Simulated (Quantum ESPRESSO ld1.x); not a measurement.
ld1.x (Quantum ESPRESSO 7.5) input

```
 &input
    zed=16.0,
    iswitch=1,
    rel=1,
    lsd=1,
    dft='SLA-NOC',
    config='[Ne] 3s1',
    verbosity='high',
    prefix='ld1',
    max_out_wfc=37,
    file_charge='ld1.rho',
 /
```

Command: `OMP_NUM_THREADS=1 ld1.x < ld1.in > ld1.out`

Output:

```
     Program LD1 v.7.5 starts

     --------------------------- All-electron run ----------------------------

     scalar relativistic calculation

     atomic number is 16.00
     dft =SLA-NOC   lsd =1 sic =0 latt =0  beta=0.20 tr2=1.0E-14
     Exchange-correlation= SLA-NOC
                           (   1   0   0   0   0   0   0)
     mesh =1923 r(mesh) =  99.82426 a.u. xmin = -8.00 dx = 0.00800
     1 Ry =  13.60569312 eV, c = 137.03599908

     n l     nl                  e(Ry)          e(Ha)          e(eV)
     1 0     1S 1( 1.00)    -182.134785094     -91.067392547  -2478.0699930
     2 0     2S 1( 1.00)     -21.187484864     -10.593742432   -288.2704171
     2 1     2P 1( 3.00)     -17.225002774      -8.612501387   -234.3581018
     3 0     3S 1( 1.00)      -5.952498415      -2.976249207    -80.9878667
     1 0     1S 2( 1.00)    -182.109317980     -91.054658990  -2477.7234953
     2 0     2S 2( 1.00)     -21.150117255     -10.575058627   -287.7620049
     2 1     2P 2( 3.00)     -17.187784338      -8.593892169   -233.8517192
     3 0     3S 2( 0.00)      -5.556577871      -2.778288935    -75.6010933

     final scf error:  9.0E-16 reached in  22 iterations

     Etot =    -779.918580 Ry,    -389.959290 Ha,  -10611.332862 eV
     Total magnetization:    1.00 Bohr mag.

     Ekin =     783.934363 Ry,     391.967181 Ha,   10665.970369 eV
     Encl =   -1799.711762 Ry,    -899.855881 Ha,  -24486.325947 eV
     Eh   =     278.289613 Ry,     139.144807 Ha,    3786.323076 eV
     Exc  =     -42.430794 Ry,     -21.215397 Ha,    -577.300360 eV

     normalization and overlap integrals

     s(1S/1S) =  1.000000  <r> =   0.0971  <r2> =    0.0127  r(max) =   0.0635
     s(1S/2S) = -0.001067
     s(1S/3S) = -0.000405
     s(2S/2S) =  1.000000  <r> =   0.4782  <r2> =    0.2719  r(max) =   0.3873
     s(2S/3S) = -0.000209
     s(2P/2P) =  1.000000  <r> =   0.4393  <r2> =    0.2407  r(max) =   0.3248
     s(3S/3S) =  1.000000  <r> =   1.4137  <r2> =    2.2724  r(max) =   1.2756
     s(1S/1S) =  1.000000  <r> =   0.0971  <r2> =    0.0127  r(max) =   0.0635
     s(1S/2S) = -0.001068
     s(1S/3S) = -0.000411
     s(2S/2S) =  1.000000  <r> =   0.4773  <r2> =    0.2705  r(max) =   0.3873
     s(2S/3S) = -0.000212
     s(2P/2P) =  1.000000  <r> =   0.4379  <r2> =    0.2388  r(max) =   0.3248
     s(3S/3S) =  1.000000  <r> =   1.4107  <r2> =    2.2734  r(max) =   1.2654

     ------------------------ End of All-electron run ------------------------
```

Run on one thread of a shared host, so times are rough (Intel(R) Xeon(R) Processor @ 2.60GHz): 0.48 s of CPU time, 0.87 s wall, 22 iterations on 1923 mesh points.
